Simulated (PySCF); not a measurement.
PySCF 2.14 output of an unrestricted B97-3 calculation on a single atom or ion in aug-cc-pwCVTZ-DK, with the spin-free X2C one-electron Hamiltonian (Gaussian nucleus):

```
SCF conv_tol = 1e-09
number electrons alpha = 15  beta = 11
    T. W. Keal and D. J. Tozer.,  J. Chem. Phys. 123, 121103 (2005)
cycle= 1 E= -1272.48144206095  delta_E= -0.0159  |g|= 0.0492  |ddm|= 0.429
cycle= 2 E= -1272.48121448879  delta_E= 0.000228  |g|= 0.0678  |ddm|= 0.142
cycle= 3 E= -1272.48199876643  delta_E= -0.000784  |g|= 0.00323  |ddm|= 0.0587
cycle= 4 E= -1272.48200478427  delta_E= -6.02e-06  |g|= 0.00139  |ddm|= 0.0226
cycle= 5 E= -1272.48200887077  delta_E= -4.09e-06  |g|= 0.000584  |ddm|= 0.0095
cycle= 6 E= -1272.48201182725  delta_E= -2.96e-06  |g|= 0.000381  |ddm|= 0.0072
cycle= 7 E= -1272.48201535758  delta_E= -3.53e-06  |g|= 0.000137  |ddm|= 0.0162
cycle= 8 E= -1272.48201558371  delta_E= -2.26e-07  |g|= 1.49e-05  |ddm|= 0.00473
cycle= 9 E= -1272.48201558629  delta_E= -2.58e-09  |g|= 1.24e-06  |ddm|= 0.00053
cycle= 10 E= -1272.4820155863  delta_E= -1.23e-11  |g|= 3.96e-07  |ddm|= 3.66e-05
converged SCF energy = -1272.4820155863  <S^2> = 6.0076415  2S+1 = 5.0030556
```

The run itself started from symmetry-adapted Hartree-Fock orbitals and held the occupation by maximum overlap, on a logarithmic radial grid, so the iterations belong to that start.

Which element, charge and spin multiplicity is this?

Fe (iron, neutral), multiplicity 5; the state was [Ar] 3d6 4s2, high-spin 5D determinant.
